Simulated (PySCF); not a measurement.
Compound: C₄H₇NSi.
Atom-mapped SMILES: `[N:1]#[C:2][CH:3]1[CH2:4][SiH2:5][CH2:6]1` (hydrogens: H7 on C3; H8, H9 on C4; H10, H11 on Si5; H12, H13 on C6)

Method used: PySCF, PBE0-D3(BJ)/def2-SVP geometry optimisation, gas phase.

(1) List the bond lengths, angles and torsions at this level.

## Answers

(1) 
| bond | length (bohr) | order |
| --- | --- | --- |
| N1≡C2 | 2.189 | triple |
| C2–C3 | 2.756 | single |
| C3–C4, C3–C6 | 2.946 | single |
| C4–Si5, Si5–C6 | 3.590 | single |
| C3–H7 | 2.084 | single |
| C4–H8, C6–H12 | 2.075 | single |
| C4–H9, C6–H13 | 2.082 | single |
| Si5–H10 | 2.823 | single |
| Si5–H11 | 2.821 | single |

Bonds in one row agree within 0.02 bohr and their mean is given. Orders are formal, as drawn. A selection of angles:
| angle | degrees |
| --- | --- |
| N1–C2–C3 | 178.1 |
| C2–C3–C4 | 115.6 |
| C2–C3–H7 | 107.2 |
| C4–C3–C6 | 100.5 |
| C4–C3–H7 | 108.8 |
| C3–C4–Si5 | 86.8 |
| C3–C4–H8 | 115.6 |
| C3–C4–H9 | 110.5 |
| Si5–C4–H8 | 122.7 |
| Si5–C4–H9 | 110.7 |
| H8–C4–H9 | 108.8 |
| C4–Si5–C6 | 78.2 |
| C4–Si5–H10 | 113.6 |
| C4–Si5–H11 | 119.5 |
| H10–Si5–H11 | 109.5 |
| Si5–C6–H13 | 110.2 |

Torsions: C2–C3–C4–Si5 148° (anticlinal); C3–C4–Si5–C6 -19° (synperiplanar); C4–Si5–C6–C3 19° (synperiplanar); C2–C3–C6–Si5 -148° (anticlinal).

The C–C distances run from 1.458 Å (C2–C3, drawn single) to 1.559 Å (C3–C4, drawn single), a spread of 0.101 Å. Si5 (SiH2 silicon) has angles from 78.2° to 119.5°. The 4-membered ring C3–C4–Si5–C6 has internal angles of 78.2° to 100.5° (sum 352°, against 360° for a flat polygon); it is puckered, 0.15 Å rms from its mean plane, widest ring torsion 23°.

Point group: Cs (tolerance 0.08 Å). No PBE0-D3(BJ)/def2-SVP frequencies stand behind this structure, so it isn't proved a minimum. One conformer, not necessarily the lowest.
